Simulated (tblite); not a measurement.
Isomers of C12H10O. All values are computed: GFN2-xTB (tblite) harmonic vibrations without scaling, gas phase. The method is semi-empirical: single wavenumbers can be off by several per cent or more. One conformer each.

Electronic energies: GFN2-xTB at the same geometries; isomer energies are rough at this level and their order can be wrong.

```tsv
SMILES	electronic energy, lowest = 0 (kcal/mol)
c1ccc(Oc2ccccc2)cc1	1.5
CC(=O)c1cccc2ccccc12	0.0
CC(=O)c1ccc2cccccc1-2	26.0
```

Question: How do GFN2-xTB zero-point energies change the relative energies?

Answer: 
```
               SMILES  ZPE (kcal/mol)  of it from modes above 1550 cm⁻¹  electronic (kcal/mol)  with ZPE, lowest = 0 (kcal/mol)  lowest mode (cm⁻¹)  rings
 CC(=O)c1cccc2ccccc12           112.4                              53.2                    0.0                              0.0                  48      2
  c1ccc(Oc2ccccc2)cc1           112.7                              53.3                    1.5                              1.8                  39      2
CC(=O)c1ccc2cccccc1-2           111.8                              50.8                   26.0                             25.3                  43      2
```

The zero-point energies span 0.9 kcal/mol, from `CC(=O)c1ccc2cccccc1-2` to `c1ccc(Oc2ccccc2)cc1`. The order is unchanged.

Question: What do entropy and thermal enthalpy add at 298.15 K and 1 bar (rigid rotor, harmonic oscillator, one conformer each)?

Answer: 
```tsv
SMILES	point group	symmetry number	S (cal/(mol K))	H − H(0) (kcal/mol)	ZPE + H − H(0) − TS (kcal/mol)
CC(=O)c1cccc2ccccc12	C1	1	102.7	7.44	89.3
c1ccc(Oc2ccccc2)cc1	C2	2	100.2	7.08	89.9
CC(=O)c1ccc2cccccc1-2	Cs	1	103.8	7.57	88.4
```
